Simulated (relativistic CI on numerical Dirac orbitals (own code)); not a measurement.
# Crystal-field levels of Nd⁴⁺, 4f2

Calculated by Dirac-Coulomb-Breit CI, KLI orbitals optimised for each configuration, QED by a radiative potential, valence Slater integrals scaled by 0.75, one configuration in a parametric crystal field (own radial code).

Field parameters in Wybourne normalisation. The field is a parameter set, without covalency.

S and J are read from ⟨S²⟩ = S(S + 1) and ⟨J²⟩ = J(J + 1) of each level; they are not fictitious spins.

C2v, B20 = 880, B22 = -270, B40 = 160, B42 = -60, B44 = -1000, B60 = 900, B62 = -550, B64 = 480, B66 = -110 cm⁻¹, the lowest 10 levels:

| E (cm⁻¹) | Degeneracy | S | J |
| --- | --- | --- | --- |
| 0.0 | 1 | 0.97 | 4.00 |
| 76.7 | 1 | 0.97 | 4.00 |
| 79.3 | 1 | 0.97 | 4.00 |
| 209 | 1 | 0.97 | 4.01 |
| 372 | 1 | 0.97 | 4.01 |
| 436 | 1 | 0.97 | 4.00 |
| 447 | 1 | 0.97 | 4.00 |
| 611 | 1 | 0.97 | 4.00 |
| 630 | 1 | 0.97 | 4.00 |
| 2840 | 1 | 1.00 | 4.99 |

C2v, B20 = 260, B22 = 440, B40 = 740, B42 = -820, B44 = -810, B60 = 570, B62 = -190, B64 = -190, B66 = 120 cm⁻¹, the lowest 10 levels:

```
E (cm⁻¹)  Degeneracy     S     J
     0.0           1  0.97  4.00
     9.1           1  0.97  4.00
    98.0           1  0.97  4.00
     164           1  0.97  4.00
     201           1  0.97  4.00
     244           1  0.97  4.00
     316           1  0.97  4.00
     531           1  0.97  4.01
     610           1  0.97  4.00
    2823           1  1.00  4.99
```

C2v, B20 = 120, B22 = -250, B40 = -300, B42 = -150, B44 = -230, B60 = 210, B62 = -250, B64 = -330, B66 = -890 cm⁻¹, the lowest 16 levels:

| E (cm⁻¹) | Degeneracy | S | J |
| --- | --- | --- | --- |
| 0.0 | 1 | 0.97 | 4.00 |
| 50.7 | 1 | 0.97 | 4.01 |
| 189 | 1 | 0.97 | 4.00 |
| 190 | 1 | 0.97 | 4.00 |
| 205 | 1 | 0.97 | 4.00 |
| 285 | 1 | 0.97 | 4.00 |
| 299 | 1 | 0.97 | 4.00 |
| 321 | 1 | 0.97 | 4.00 |
| 352 | 1 | 0.97 | 4.00 |
| 2852 | 1 | 1.00 | 5.00 |
| 2865 | 1 | 1.00 | 5.00 |
| 2952 | 1 | 1.00 | 4.99 |
| 2958 | 1 | 1.00 | 4.98 |
| 2989 | 1 | 1.00 | 5.00 |
| 2989 | 1 | 1.00 | 5.00 |
| 3011 | 1 | 1.00 | 4.99 |

The next free-ion level lies 2788 cm⁻¹ above the lowest; the field splits the ground level into components whose J stays near 4 as long as their spread is small against that gap.

Levels of this model without a field, named by their leading LS term (the scale mimics covalency, so terms lie below those of the real free ion): ³H4 0, ³H5 2788, ³H6 5597, ³F2 5889, ¹G4 7559, ³F3 7707, ³F4 11248, ¹D2 20197 cm⁻¹.
